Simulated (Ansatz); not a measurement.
Mulliken charges of BH3OS2 (`OB(S)S`) from ωB97M-V/def2-TZVPP in Ansatz (PBE0-D4/def2-TZVP geometry).

| atom | x (Å) | y (Å) | z (Å) | charge (e) |
| --- | --- | --- | --- | --- |
| O1 | -0.714 | 1.260 | 0.059 | -0.253 |
| B2 | -0.081 | 0.059 | 0.045 | 0.195 |
| S3 | -0.642 | -1.291 | 1.131 | -0.179 |
| S4 | 1.326 | -0.193 | -1.066 | -0.182 |
| H5 | -1.450 | 1.318 | 0.673 | 0.190 |
| H6 | 0.267 | -2.199 | 0.746 | 0.112 |
| H7 | 1.294 | 1.045 | -1.588 | 0.117 |

By hand: the dipole of these point charges (1 e Å = 4.8032 D).

Σ q r = (-0.056, 0.085, 0.011) e Å, of length 0.102 e Å = 0.49 D.

How does the dipole of the full density compare? (Estimate.)

Ansatz gave: (-0.145, 0.090, 0.086) e Å, 0.92 D; the point charges give 0.53 times that, at 31° from its direction.

Point charges leave out the atoms' own dipoles, such as those of lone pairs, and Mulliken's split depends on the basis, so the two needn't agree.
